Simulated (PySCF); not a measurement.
# Identify the compound

The spectra below were simulated for a compound C5H16O2Si2.

1H NMR (400 MHz, computed): δ 5.25 (m, 1H), 5.24 (m, 1H), 5.07 (q, 1H), 4.30 (m, 1H), 1.27 (d, 3H), 1.26 (d, 3H), 0.35 (m, 3H), 0.05 (d, 3H).

13C{1H} NMR (computed): δ 67.2, 27.8, 25.9, 1.1, 0.7.

In vacuum, single conformer, non-relativistic Hamiltonian, rapidly exchanging positions averaged. PBE0/pcSseg-1 with gauge-including orbitals; GFN2-xTB geometry; PySCF.

Shifts are taken against calculated references (same method and geometry level): 1H, 13C vs TMS.

Q: Deduce the structure.

A: 
1. The formula gives 0 degrees of unsaturation.
2. 5 carbon signals for 5 carbons: no two carbons are equivalent.
3. Carbon types of the structure: 1 × CH, 4 × CH3, leaving 3 H on heteroatoms.
4. δC 67.2: sp3 CH bonded to O; deshielded by the electronegative neighbour.
5. δC 27.8, 25.9: methyl carbon; aliphatic region, no heteroatom directly attached.
6. δC 1.1, 0.7: methyl carbon bonded to Si; an electropositive neighbour leaves it electron-rich and shielded.
7. δH 5.25, 5.24: hydrogen on a silicon bonded to C, O.
8. δH 5.07: hydrogen on a silicon bonded to C, 2 O.
9. δH 4.30: hydrogen on an sp3 CH bonded to O; its carbon carries O, which withdraws density.
10. δH 0.35, 0.05: hydrogen on a methyl carbon bonded to Si; an electropositive neighbour shields it, as in TMS itself.

These data were computed for SMILES O([Si@@H](O[SiH2]C)C)C(C)C.

This is the structure that produced the data.

Shifts are as computed. Against solution values, carbons near 30 ppm lie about +3 ppm off and those near 130 ppm about +5 ppm. Of 1211 compounds with measured shifts, 218 miss one by over three times the rms of a fit or turn the order of signals round; such compounds aren't used in these exercises. No couplings were computed; multiplicities are counted from neighbouring protons, with m where these are inequivalent, close in shift, in a saturated or five-membered ring or joined by F or P, and br s for small geminal =CH2 splittings.
